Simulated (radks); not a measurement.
Question: Excited configurations of Tb: one electron is placed in a higher orbital outside [Xe] 4f9 6s1. The ground configuration is [Xe] 4f9 6s2. All-electron calculation, scalar-relativistic Kohn-Sham, PBE, spin-polarised, spherical densities, finite nucleus; open shells are filled with parallel spins first (spin-orbit coupling, left out, can overturn this in heavy ions); Fermi nuclear charge, rms radius 5.06 fm. Program: a radial shooting solver on a logarithmic mesh with Libxc functionals. Excitation = E - E(ground); binding = E(ion) - E, where the ion is the core of charge +1; n* = 1/sqrt(2 binding) in atomic units, and the quantum defect is n - n*.

| outer orbital | excitation (eV) | binding (eV) | n* | quantum defect | eigenvalue (eV) | <r> (bohr) |
|---|---|---|---|---|---|---|
| 5f | 4.881 | 0.983 | 3.720 | 1.280 | -0.470 | 16.20 |
| 6p | 2.019 | 3.845 | 1.881 | 4.119 | -2.057 | 5.433 |
| 6f | 5.163 | 0.701 | 4.407 | 1.593 | -0.403 | 27.28 |
| 7s | 3.580 | 2.284 | 2.441 | 4.559 | -1.409 | 9.777 |

Estimate the row for 7d.

Answer: excitation (eV) 4.870; binding (eV) 0.994; n* 3.699; quantum defect 3.301; eigenvalue (eV) -0.585; <r> (bohr) 20.58. The Delta-SCF ionisation energy is 5.864 eV (NIST Atomic Spectra Database: 5.864 eV, measured). Self-interaction in the functional shifts the binding energies and quantum defects, so they are the method's values and not measured ones. Open shells are spherical and high-spin; term and fine-structure splittings are not resolved. Spin-orbit splitting is averaged out at the scalar-relativistic level.
